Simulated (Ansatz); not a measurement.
CH6AlNO, SMILES `C[O][AlH][NH2]` at its PBE0-D4/def2-TZVP geometry, where that method's forces vanish. Total charge 0; spin multiplicity 1.

```xyz
10

C     1.8673    0.3590    0.5095
O     0.5814   -0.1751    0.4319
Al   -0.7856    0.1533   -0.5009
N    -2.2136   -0.8367   -0.2174
H     2.6134   -0.4125    0.2887
H     2.0251    1.1890   -0.1918
H     2.0626    0.7329    1.5207
H    -0.7890    1.3025   -1.5842
H    -3.0832   -0.7304   -0.7126
H    -2.2782   -1.5820    0.4561
```

**Question.** What forces (eV/Å) does ωB97M-V/def2-TZVPP give on these atoms in Ansatz? (Best estimate.)

**Answer.** The calculation gave: 
```
C1   0.366  0.130  0.044
O2  -0.193 -0.105  0.008
Al3 -0.038  0.141 -0.145
N4  -0.016 -0.010  0.002
H5  -0.071  0.076  0.022
H6  -0.022 -0.072  0.057
H7  -0.016 -0.035 -0.098
H8   0.007 -0.113  0.108
H9   0.009 -0.026  0.029
H10 -0.025  0.015 -0.026
```
